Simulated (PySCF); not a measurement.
Fill in the blanks.

Compound: C6H8F3NSi.
Z-matrix (Å and degrees, GFN2-xTB geometry), rows numbered from 1:
```
C 
Si  1  1.8901
N   2  1.7667  1  107.92
C   3  1.3673  2  124.44  1   178.68
C   4  1.3604  3  110.01  2   179.98
C   5  1.4192  4  106.07  3     0.05
C   6  1.4803  5  126.17  4  -179.63
F   7  1.3465  6  112.92  5   -48.20
F   7  1.3455  6  112.58  5  -168.61
F   7  1.3512  6  113.07  5    71.56
C   3  1.3582  2  127.93  1    -1.37
H   1  1.0855  2  110.39  3  -180.00
H   1  1.0868  2  111.74  3   -60.52
H   1  1.0868  2  111.77  3    60.54
H   2  1.4655  1  112.49  3  -116.62
H   2  1.4653  1  112.41  3   116.31
H   4  1.0710  3  120.22  2     0.00
H   5  1.0710  4  127.77  3   179.72
H  11  1.0704  3  121.89  2     0.21
```

```csv
property,level,value
point group of the GFN2-xTB geometry,GFN2-xTB,?
"rotational constants A, B, C of the GFN2-xTB geometry",GFN2-xTB,?
dipole moment,PBE0/pcSseg-1,5.07 D
HOMO energy,PBE0/pcSseg-1,?
LUMO energy,PBE0/pcSseg-1,?
13C chemical shifts (computed TMS as zero) by class,GIAO PBE0/pcSseg-1,"133.4 (C7), 128.4 (C4), 126.6 (C11), 124.7 (C6), 117.9 (C5), -6.9 (C1) ppm"
1H chemical shifts (computed TMS as zero) by class,GIAO PBE0/pcSseg-1,?
"isotropic shieldings of nuclei other than C and H, by class",GIAO PBE0/pcSseg-1,"95 (N3), 245 (F8/F9/F10), 376 (Si2) ppm"
```

Electronic properties: PySCF, gas phase, density fitting. NMR classes are plain means over equivalent atoms (diastereotopic ones count apart unless rotation or inversion swaps them), as if these changed places fast; in this geometry the members of some classes differ.

Problem. The LUMO energy?

Solution. 0.22 eV.

Problem. Give the rotational constants A, B, C of the GFN2-xTB geometry.

Solution. 2.073, 0.487, 0.426 GHz.

Problem. What is the point group of the GFN2-xTB geometry?

Solution. C1.

Problem. Give the HOMO energy.

Solution. -6.79 eV.

Problem. The 1H chemical shifts (computed TMS as zero) by class?

Solution. 6.94 (H18), 6.89 (H19), 6.80 (H17), 5.32 (H15/H16), 0.70 (H12/H13/H14) ppm.

With B = h/(8π²I), that is 505.379 GHz u Å² over I, the principal moments of inertia are 243.7, 1038.8 and 1185.9 u Å² (most abundant isotopes). The rotational constants make it an asymmetric top with κ = (2B − A − C)/(A − C) = -0.93, nearer the prolate limit (−1). In atomic units the dipole is 1.99 e·bohr (1 au = 2.5417 D).

One conformer stands for the species.
